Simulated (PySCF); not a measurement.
Input file for PySCF: R-HF/STO-3G on CH6GeO (SMILES C[O][GeH3]), a point of a bond scan (R = 1.532 Å).

```python
from pyscf import gto, scf, dft, mp
from pyscf.data.elements import chemcore

mol = gto.M(
    atom='''
    Ge    0.70620540   -0.11748486    0.11798120
    O    -0.90591936   -0.12633232   -0.65985098
    C    -1.98001064    0.51275973    0.00577285
    H     1.61131230   -0.88016059   -0.85430897
    H     1.16139681    1.34424293    0.31136889
    H     0.60492437   -0.81782501    1.48929881
    H    -1.79297789    1.58363694    0.15372861
    H    -2.87068016    0.40371520   -0.61514246
    H    -2.18512951    0.06000634    0.98382744
    ''',
    basis='sto-3g',
    charge=0, spin=0, verbose=3, max_memory=1800)
mf = scf.RHF(mol)
mf.conv_tol = 1e-8
mf.max_cycle = 100
mf.kernel()
if not mf.converged:
    mf = mf.newton().run(mf.mo_coeff, mf.mo_occ)
```

Give the final energy of this run.

-2166.5011 hartree.
